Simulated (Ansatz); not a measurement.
Na5F4. The state is a doublet with charge 0. Geometry PBE0-D4/def2-SVP, basis def2-TZVP, Ansatz.

```xyz
9

Na    0.097   -4.084    1.515
Na   -1.039   -0.816   -0.128
Na   -2.100    2.715   -2.026
Na    2.122   -1.194    1.438
Na    0.267    1.888   -0.543
F     1.812   -3.105    1.958
F     0.879    0.102    0.416
F    -1.693    0.922   -1.077
F    -0.344    3.571   -1.552
```

```csv
run,HOMO (eV),LUMO (eV)
A,-2.73,-1.46
B,-3.03,-1.31
C,-2.53,-1.56
D,-2.56,-1.73
E,-3.04,-1.06
```

Another isomer (doublet) lies 0.46 eV lower at PBE0-D4/def2-TZVP; other spin states weren't run for this one.

HOMO and LUMO are taken over both spins.

Task: The runs used PBE, PBE0, r2SCAN, r2SCAN0, r2SCANh. Estimate which is which.

Result: A r2SCANh (10 % exact exchange); B r2SCAN0 (25 % exact exchange); C r2SCAN (0 % exact exchange); D PBE (0 % exact exchange); E PBE0 (25 % exact exchange). Exact exchange lowers occupied and raises empty levels; among semilocal functionals meta-GGAs tend to open the gap a little, and such runs are hard to tell apart. The gap grows from 0.82 eV (PBE) to 1.98 eV (PBE0).
